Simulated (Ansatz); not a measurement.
Species: PbCl, charge 0, doublet. PbCl (SMILES [Pb][Cl], doublet).
B3LYP-D3(BJ)/def2-TZVP minimum from Ansatz (an electronic-structure program):
```xyz
2

Pb     0.0000     0.0000    -0.4277
Cl     0.0000     0.0000     2.0631
```
Charge 0, spin multiplicity 2.

Total energies in def2-QZVPP, 11 correlated electrons, 14 frozen orbitals. Open shells are spin-unrestricted; no spin-orbit coupling. Cores are frozen in correlated methods (noble-gas shells, and filled d and f shells in the p block). Past Kr the def2 sets carry scalar-relativistic core potentials. Spin-orbit terms, left out, reach several kcal/mol for Br and I, and more for heavier atoms. The spin of ClPb ([Cl][Pb], doublet) was assumed, and the state is the lowest solution found for it.

```json
[
 {"method": "HF", "program": "Ansatz", "energy (Eh)": "-651.41648", "minus CCSDT(Q) (mEh)": "302.74"},
 {"method": "MP2", "program": "Ansatz", "energy (Eh)": "-651.68327", "minus CCSDT(Q) (mEh)": "35.95"},
 {"method": "CCSD", "program": "Ansatz", "energy (Eh)": "-651.70422", "minus CCSDT(Q) (mEh)": "14.99"},
 {"method": "CCSD(T)", "program": "Ansatz", "energy (Eh)": "-651.71776", "minus CCSDT(Q) (mEh)": "1.45"},
 {"method": "CCSDT(Q)", "program": "Ansatz", "energy (Eh)": "-651.71921", "minus CCSDT(Q) (mEh)": "0.00"}
]
```

Rough core times of Ansatz's runs on a shared machine: CCSD(T) 60 s, CCSDT(Q) 2 h.
